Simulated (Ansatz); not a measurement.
CH3BrFSi, SMILES `C[Si](F)Br` radical. The species carries charge 0 and has multiplicity 2.

```xyz
7

C    -0.0203    0.7039   -0.5035
Si    0.3518   -0.4291    0.9270
F    -0.9952   -0.6207    1.7712
Br    0.9606   -2.4327    0.1741
H     0.8646    0.8247   -1.1301
H    -0.8262    0.2714   -1.1031
H    -0.3353    1.6825   -0.1354
```

(1) What are the harmonic wavenumbers in cm⁻¹ at PBE0-D4/def2-TZVP (Ansatz, finite differences of forces, unscaled)? (Best estimate.)

(2) Is this a minimum?

(3) Give the ideal-gas thermochemistry at 298.15 K and 1 bar (rigid rotor, harmonic oscillator; point group C1, symmetry number 1).

(4) And at 400, 500, 600, 800 and 1000 K?

Results:

(1) Ansatz gave: 145, 165, 206, 266, 417, 695, 773, 783, 891, 1256, 1431, 1439, 3050, 3141, 3158.

(2) Yes, all 15 modes are real.

(3) Zero-point energy 106.6 kJ/mol; H(298) − E = 124.2 kJ/mol; entropy 335.2 J/(mol·K), of which translation 170.7, rotation 113.5, vibration 45.2, electronic 5.8; G(298) − E = 24.3 kJ/mol.

(4) 
| T (K) | H − E (kJ/mol) | S (J/mol/K) | G − E (kJ/mol) |
| --- | --- | --- | --- |
| 400 | 133.3 | 361.2 | -11.2 |
| 500 | 143.2 | 383.3 | -48.5 |
| 600 | 153.8 | 402.7 | -87.8 |
| 800 | 177.0 | 435.9 | -171.8 |
| 1000 | 201.9 | 463.7 | -261.8 |
